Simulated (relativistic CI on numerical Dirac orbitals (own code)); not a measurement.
Ru7+: L-alpha,beta X-ray emission

Computed with this model: Dirac-Coulomb-Breit CI, separate exchange-only KLI orbitals for each configuration, a model potential for QED, valence Slater integrals scaled by 0.9, multiplet model of X-ray emission after core ionisation; configurations [Kr] 4d → [He] 2s2 2p5 3s2 3p6 3d10 4s2 4p6 4d → [Ar] 3d9 4s2 4p6 4d; 300 K; Lorentzian 2.8 eV and Gaussian 0.6 eV FWHM. Energies are those of the free ion, without screening or charge transfer. S is read from ⟨S²⟩ = S(S + 1).

free ion: ground-state S = 0.50, centroid 2604.88 eV. Peaks (eV, height): 2562.4 (100), 2687.6 (52).

Strongest unbroadened transitions for free ion:

```csv
Energy (eV),Relative strength
2558.62,13.2
2561.78,5.0
2561.92,3.5
2562.00,11.8
2562.18,5.0
2562.24,53.0
2562.26,27.6
2562.76,100.0
2562.78,19.8
2563.50,10.8
2563.82,13.8
2674.01,5.1
2686.37,23.1
2687.43,23.0
2687.68,65.4
2688.27,11.2
2689.02,13.4
2690.42,4.8
```
